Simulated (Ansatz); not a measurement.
```xyz
4

C     0.0000    0.0000   -1.1034
S     0.0000    0.0000    0.6315
H     0.0000   -1.0041   -1.7418
H     0.0000    1.0041   -1.7418
```

Basis set: cc-pVDZ (spherical functions). Frozen core: 6 orbitals. Charge 0, multiplicity 1.

Computed with Ansatz (development build ahead of 0.2.0); each method stands on the lowest determinant of its kind that the runs found. Restricted open shells among the atoms or ions are ROHF, correlated in semicanonical orbitals with singles.

Q: Give the atomization energy at this shape (free ground-state atoms in the same class of orbitals less the molecule, no zero-point energy) of singlet CH2S by RHF-MP2, RHF.

A:

```
 method  atomization energy
RHF-MP2            12.54 eV
    RHF             8.96 eV
```

Caution: in another basis set an unrestricted determinant lies well below; the shape is not the minimum.
